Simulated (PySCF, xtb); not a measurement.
C4H7O2, SMILES [CH]1COCCO1, multiplicity 2. One conformer was computed; it need not be the lowest.

Harmonic wavenumbers (cm⁻¹) from GFN2-xTB (xtb) at its own minimum, in rising order: 161, 221, 341, 439, 462, 514, 730, 881, 915, 942, 951, 1019, 1057, 1087, 1112, 1167, 1200, 1205, 1249, 1291, 1301, 1325, 1349, 1443, 1448, 1453, 2669, 2867, 2893, 2947, 2989, 3001, 3115.

Problem. What does PBE-D3(BJ)/def2-SVP in PySCF give at its own minimum? (Estimate from the structure and the level; the computed values follow.)

Solution. 214, 249, 386, 440, 481, 530, 728, 846, 868, 896, 937, 1020, 1042, 1085, 1123, 1186, 1226, 1249, 1269, 1294, 1332, 1356, 1376, 1391, 1411, 1416, 2754, 2886, 2950, 3024, 3034, 3049, 3118. Paired by order, the mean absolute difference is 30 cm⁻¹ and the zero-point energies are 65.4 and 66.0 kcal/mol.
